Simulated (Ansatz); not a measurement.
Total energies of CH5AlClGa (`[CH3][Al]([Cl])[GaH2]`).

Z-matrix (Å, degrees):
```
C
Al 1 1.946
H 1 1.093 2 113.1
H 1 1.095 2 110.3 3 121.4
H 1 1.095 2 110.1 3 -121.1
Cl 2 2.122 1 115.7 3 -178.6
Ga 2 2.513 1 130.8 3 1.5
H 7 1.578 2 122.4 1 90.3
H 7 1.578 2 122.4 1 -91.0
```

The species carries charge 0 and has multiplicity 1. Correlated methods include outer-core shells of Ga, which these sets cover unevenly. Scalar relativity is left out up to krypton. Geometry: relaxed with PBE0-D4/def2-TZVP. Basis def2-TZVPP, the Gaussian-basis code of Ansatz.

RPA on PBE orbitals: Hartree–Fock energy of these orbitals -2665.48690 Eh, correlation -1.13241 Eh (frozen core).

```
 functional  energy without D4 (Eh)  D4 term (kJ/mol)
LDA (SPW92)             -2662.72378                 –
        PBE             -2668.01645             -18.4
     revPBE             -2668.40722             -45.1
     B97M-V             -2668.15796                 –
       PBE0             -2668.12721             -15.9
      B3LYP             -2668.79351             -29.9
    r2SCAN0             -2668.56747              -5.5
      BHLYP             -2668.64837             -27.3
  CAM-B3LYP             -2668.80965             -16.8
     B2PLYP             -2668.04428                 –
```

Problem. Give the same for BLYP, r2SCAN, r2SCANh, HSE06 (plane-wave form), LC-ωPBE, ωB97X-V, ωB97M-V, PBE-QIDH. (Estimate.)

Solution. The calculation gave: 
| functional | energy without D4 (Eh) | D4 term (kJ/mol) |
| --- | --- | --- |
| BLYP | -2668.73838 | -38.4 |
| r2SCAN | -2668.60396 | -4.4 |
| r2SCANh | -2668.58879 | -4.9 |
| HSE06 (plane-wave form) | -2668.10996 | -15.2 |
| LC-ωPBE | -2668.21494 | – |
| ωB97X-V | -2668.40112 | – |
| ωB97M-V | -2668.52244 | – |
| PBE-QIDH | -2667.61231 | – |

B3LYP takes the VWN-RPA correlation (the form of Gaussian; ORCA's B3LYP/G). HSE06 is the plane-wave form, built on full-range PBE exchange. The double hybrids freeze the cores in their second-order part.

LC-ωPBE has ω = 0.4 bohr⁻¹.
